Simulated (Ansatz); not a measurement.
C3H2O, SMILES `O=c1cc1` (charge 0, multiplicity 1).

Calculation: frozen-core CCSDT(Q)/6-31g // B3LYP-D3(BJ)/def2-TZVP (Ansatz, a program for electronic structure).

Ansatz 0.2 input:
```yaml
crystal:
  periodic: [false, false, false]
  atoms:
    - { symbol: O, position_ang: [2.044788, -0.168095, 0.012607] }
    - { symbol: C, position_ang: [0.848834, -0.06978, 0.005245] }
    - { symbol: C, position_ang: [-0.461928, -0.633838, -0.017467] }
    - { symbol: C, position_ang: [-0.352398, 0.700781, 0.012471] }
    - { symbol: H, position_ang: [-1.166006, -1.454211, -0.040941] }
    - { symbol: H, position_ang: [-0.913289, 1.625143, 0.028085] }
basis:
  gaussian: { orbitals: "6-31g" }
correlation:
  method: ccsdt_q
```

Output:

```
Functional definition: HF
891 factors; integrals over basis functions are off by at most 5.4e-8 eV
mean field evaluation 1: about -5151.7169 eV, gradient 3.5e1 eV
mean field evaluation 2: about -5151.7309 eV, gradient 3.5e1 eV
mean field evaluation 4: about -5154.5875 eV, gradient 3.0e0 eV
mean field evaluation 8: about -5154.6339 eV, gradient 1.3e-1 eV
mean field evaluation 16: about -5153.1502 eV, gradient 2.8e1 eV
mean field -5154.63406470 eV, -189.4293079414 hartree, gradient 1.4e-6 eV, S^2 0.000000; 0 other end points of the search recorded, 0 dependent functions left out
4 core orbitals not correlated
reference -5154.63406470 eV, -189.4293079414 hartree; 10, 10 occupied and 26, 26 virtual orbitals, 891 factors
second order -10.38285430 eV of doubles, -0.00000000 eV of singles
cycle   1  -10.23889731 eV  change    1.4e-1 eV  update   1.3e-1
cycle   2  -10.82047128 eV  change   -5.8e-1 eV  update   7.0e-2
cycle   3  -11.22977474 eV  change   -4.1e-1 eV  update   2.7e-2
cycle   4  -11.21362886 eV  change    1.6e-2 eV  update   9.2e-3
cycle   5  -11.19835292 eV  change    1.5e-2 eV  update   4.5e-3
cycle   6  -11.20050138 eV  change   -2.1e-3 eV  update   2.1e-3
cycle   7  -11.20247039 eV  change   -2.0e-3 eV  update   8.2e-4
cycle   8  -11.20284528 eV  change   -3.7e-4 eV  update   3.9e-4
cycle   9  -11.20260442 eV  change    2.4e-4 eV  update   1.4e-4
cycle  10  -11.20258906 eV  change    1.5e-5 eV  update   6.0e-5
cycle  11  -11.20252254 eV  change    6.7e-5 eV  update   2.8e-5
cycle  12  -11.20249609 eV  change    2.6e-5 eV  update   1.2e-5
cycle  13  -11.20249500 eV  change    1.1e-6 eV  update   5.2e-6
cycle  14  -11.20249512 eV  change   -1.2e-7 eV  update   2.3e-6
cycle  15  -11.20249338 eV  change    1.7e-6 eV  update   9.4e-7
cycle  16  -11.20249275 eV  change    6.3e-7 eV  update   5.5e-7
perturbative correction -0.04033655 eV, -0.0014823407 hartree
Total energy: -5165.87689400 eV, -189.8424742975 hartree
```
